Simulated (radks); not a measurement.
Results of a calculation; reference values are marked as such.
Numerical settings for the holmium ion Ho3+, [Xe] 4f10. Level of theory: Dirac Kohn-Sham, PBE, spin-unpolarised, spherical densities, finite nucleus; open shells fill j = l - 1/2 first; Fermi nuclear charge, rms radius 5.2022 fm (a radial shooting solver on a logarithmic mesh with Libxc functionals). The defaults (mesh step 0.008 in ln r, mesh end at 40 bohr or more with all orbitals vanishing there, Anderson mixing 0.5 over 9 steps, residual threshold near 1e-9 with the energy settled to 1e-9 hartree or 1e-11 of itself, here a cap of 68 iterations) give E = -12625.7132 hartree and 4f7/2 at -34.462 eV in 14 iterations. Run on one thread of a shared host, so times are rough (Arm Neoverse V1): 0.16 s of CPU time, 0.16 s wall, 14 iterations on 2213 mesh points. Changes against that run (0 stands for a change within the tolerance of the run):

setting,iterations,converged,E (mhartree),e(4f7/2) (meV),CPU (s)
mesh step in ln r 0.005,14,yes,0,0,0.24
mesh step in ln r 0.08,4,no,diverged,-,0.03
mesh step in ln r 0.02,14,yes,0,0,0.07
mesh end (bohr) 20,14,yes,0,0,0.15
mesh end (bohr) 12,14,yes,0,0,0.15
residual threshold 1e-05,11,yes,0,-0.0484,0.14
residual threshold 1e-13,26,yes,0,0,0.22
mixing 0.01,27,yes,0,0,0.26
"linear mixing, mixing 1",68,no,+3.37e+05,+2.68e+04,1.9
"linear mixing, mixing 0.05",68,no,+0.302,-559,0.61
mixing history 20,22,yes,0,0,0.2
iteration cap 8,8,no,+0.00782,+43.5,0.09

No run marked as converged misses the energy by more than 1 mhartree. A mesh that ends early acts as a hard wall.
